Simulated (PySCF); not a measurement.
A calculated (UHF, PySCF 2.14, x2c-SVPall, the spin-free X2C one-electron Hamiltonian (Gaussian nucleus)) atom or ion has these occupied shells.

```
shell  electrons  orbital energy (eV)  rms radius, mean of both spins (bohr)
   1s          2              -4100.0                                 0.0889
   2s          2              -476.91                                  0.393
   2p          6              -386.58                                  0.362
   3s          2              -76.276                                   1.24
   3p          6              -51.250                                   1.37
```

Question: Name the element and its charge.

Answer: Ca²⁺ (calcium, charge +2), in [Ar], closed-shell 1S.
